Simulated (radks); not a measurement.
Au+, configuration [Xe] 4f14 5d10. All-electron calculation, scalar-relativistic Kohn-Sham, PBE, spin-polarised, spherical densities, finite nucleus; Fermi nuclear charge, rms radius 5.4371 fm. Program: a radial shooting solver on a logarithmic mesh with Libxc functionals.

X-ray form factor f0, the Fourier transform of the density (f0(0) = 78):

| sin(theta)/lambda (1/angstrom) | f0 (electrons) |
|---|---|
| 0.05 | 77.128 |
| 0.1 | 74.721 |
| 0.15 | 71.277 |
| 0.2 | 67.336 |
| 0.25 | 63.308 |
| 0.3 | 59.440 |
| 0.4 | 52.564 |
| 0.5 | 46.879 |
| 0.6 | 42.144 |
| 0.8 | 34.527 |
| 1 | 28.495 |
| 1.25 | 22.776 |
| 1.5 | 18.905 |
| 2 | 14.702 |
